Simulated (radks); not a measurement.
The numbers below are computed, except where a source is named.
Isoelectronic series with 14 electrons, all held in the configuration [Ne] 3s2 3p2, which need not be the ground one along the series. Level of theory: Dirac Kohn-Sham, PBEsol, spin-unpolarised, spherical densities, finite nucleus; open shells fill j = l - 1/2 first; Fermi nuclear charge, rms radius of each element as measured or else 0.836 A^(1/3) + 0.57 fm (a radial shooting solver on a logarithmic mesh with Libxc functionals). Total energies (hartree) and orbital eigenvalues (eV):

[
 {"ion": "Si", "E (hartree)": "-289.30034", "3p1/2": "-4.0659", "3s1/2": "-10.7528", "2p3/2": "-95.1669"},
 {"ion": "P+", "E (hartree)": "-340.96059", "3p1/2": "-14.2068", "3s1/2": "-23.2072", "2p3/2": "-134.6074"},
 {"ion": "S2+", "E (hartree)": "-397.16349", "3p1/2": "-27.9888", "3s1/2": "-39.2925", "2p3/2": "-181.5914"},
 {"ion": "Cl3+", "E (hartree)": "-457.90316", "3p1/2": "-45.1536", "3s1/2": "-58.7497", "2p3/2": "-235.7919"},
 {"ion": "Ar4+", "E (hartree)": "-523.18089", "3p1/2": "-65.5857", "3s1/2": "-81.4670", "2p3/2": "-297.0598"},
 {"ion": "K5+", "E (hartree)": "-593.00177", "3p1/2": "-89.2233", "3s1/2": "-107.3859", "2p3/2": "-365.3128"},
 {"ion": "Ca6+", "E (hartree)": "-667.37322", "3p1/2": "-116.0306", "3s1/2": "-136.4731", "2p3/2": "-440.5010"},
 {"ion": "Sc7+", "E (hartree)": "-746.30441", "3p1/2": "-145.9865", "3s1/2": "-168.7096", "2p3/2": "-522.5924"},
 {"ion": "Ti8+", "E (hartree)": "-829.80594", "3p1/2": "-179.0789", "3s1/2": "-204.0848", "2p3/2": "-611.5654"},
 {"ion": "V9+", "E (hartree)": "-917.88956", "3p1/2": "-215.3015", "3s1/2": "-242.5939", "2p3/2": "-707.4057"},
 {"ion": "Cr10+", "E (hartree)": "-1010.56797", "3p1/2": "-254.6520", "3s1/2": "-284.2357", "2p3/2": "-810.1031"},
 {"ion": "Mn11+", "E (hartree)": "-1107.85493", "3p1/2": "-297.1314", "3s1/2": "-329.0121", "2p3/2": "-919.6511"},
 {"ion": "Fe12+", "E (hartree)": "-1209.76517", "3p1/2": "-342.7426", "3s1/2": "-376.9270", "2p3/2": "-1036.045"},
 {"ion": "Co13+", "E (hartree)": "-1316.31419", "3p1/2": "-391.4906", "3s1/2": "-427.9862", "2p3/2": "-1159.284"},
 {"ion": "Ni14+", "E (hartree)": "-1427.51865", "3p1/2": "-443.3818", "3s1/2": "-482.1968", "2p3/2": "-1289.364"},
 {"ion": "Cu15+", "E (hartree)": "-1543.39532", "3p1/2": "-498.4238", "3s1/2": "-539.5672", "2p3/2": "-1426.288"},
 {"ion": "Zn16+", "E (hartree)": "-1663.96298", "3p1/2": "-556.6255", "3s1/2": "-600.1071", "2p3/2": "-1570.055"},
 {"ion": "Ga17+", "E (hartree)": "-1789.24038", "3p1/2": "-617.9967", "3s1/2": "-663.8267", "2p3/2": "-1720.668"},
 {"ion": "Ge18+", "E (hartree)": "-1919.24756", "3p1/2": "-682.5482", "3s1/2": "-730.7376", "2p3/2": "-1878.128"}
]
